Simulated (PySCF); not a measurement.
KF, SMILES [F][K].

Geometry: PBE0-D3(BJ)/def2-TZVPD.

All values below come from PBE0-D3(BJ)/def2-TZVPD in PySCF.

Frequencies are harmonic and unscaled.

Computed vibrational spectrum:
```csv
mode,ν (cm⁻¹),IR (km/mol),Raman (Å⁴/amu),depolarisation,moving atoms (share of kinetic energy)
1,414,100.8,2.0,0.00,"F 67 %, K 33 %"
```
